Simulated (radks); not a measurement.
Valence configurations of S I (all share [Ne]). Calculated with a radial shooting solver on a logarithmic mesh with Libxc functionals: non-relativistic Kohn-Sham, BLYP, spin-polarised, spherical densities, point nucleus; open shells are filled with parallel spins first. Energies are relative to 3s2 3p4; eigenvalues in eV for spin up.

valence      E (eV)  moment (Bohr magnetons)   e(3p)    e(3s)
3s2 3p4       0.000                        2  -7.484  -17.684
3s1 3p5      10.016                        2  -8.145  -18.544
3p6          21.276                        0  -7.909        -
3s1.5 3p4.5   5.001                        2  -7.817  -18.118
3s0.5 3p5.5  15.862                        1  -8.077  -18.471

NIST lists [Ne] 3s2 3p4 as the ground configuration; this level of theory agrees among the configurations tried. The energies are those of spherical high-spin densities, not of single terms.
